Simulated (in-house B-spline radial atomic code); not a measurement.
**Binding energies in Ho8+**

NIST's tabulated ground configuration is [Kr] 4d10 4f10 5s2 5p1; each binding energy is the energy of the ion with one electron taken from that subshell, relaxed, less that of the parent. All numbers are computed (Dirac-Hartree-Fock, average of configuration; Fermi nucleus of rms radius 5.2022 fm) with a radial B-spline atomic code at the basis-set limit, not measured. Energies include first-order Breit, QED and recoil terms.

```tsv
subshell	X-ray name	binding energy (eV)	-ε (eV)	relaxation (eV)
1s	K	55750	56077.9	76.9
2s	L1	9533.5	9606.6	43.4
3s	M1	2266.4	2294.3	22.1
3d3/2	M4	1522.3	1548.3	24.0
3d5/2	M5	1484	1508.8	23.6
4s	N1	568.4	576.8	7.2
4d3/2	N4	304.4	310.3	5.7
4d5/2	N5	297.1	302.7	5.5
5s	O1	165.6	166.4	0.6
5p	O2,3	138.7	139.2	0.4
4f	N6,7	130.7	134.7	4.1
```

Relaxation = -ε minus the binding energy without Breit, QED and recoil terms.

(1) What does it cost to remove both a 3s and a 5p electron?

(2) What does it cost to remove both a 2s and a 4f electron?

Answers

(1) 2425.8 eV, which is 20.72 eV more than the two single binding energies together.

(2) 9694.2 eV, which is 29.98 eV more than the two single binding energies together.
